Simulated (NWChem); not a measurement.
Molecule: BeGeH₄S; SMILES [SH][Be][GeH3]

```xyz
7

Be    -0.0277     0.8211    -0.0052
S     -0.0515     2.7346     0.0003
H      1.3019     2.7995     0.0011
Ge    -0.0107    -1.3733    -0.0003
H      0.1641    -1.9784    -1.4099
H      1.1323    -1.9491     0.8650
H     -1.3198    -1.9644     0.5683
```
Atoms are numbered in this order, from 1.

Program: NWChem. Coordinates come from a PBE0/def2-SVP optimisation. Ions are spin-unrestricted doublets at the neutral geometry; other ion states weren't tried.

Q: Predict the results for PBE/def2-SVP. Quantities: vertical ionisation energy, ΔSCF (eV); −ε(HOMO) (eV).

A: 
```
Quantity                               Value
-------------------------------------  -----
vertical ionisation energy, ΔSCF (eV)   9.65
−ε(HOMO) (eV)                           6.66
```
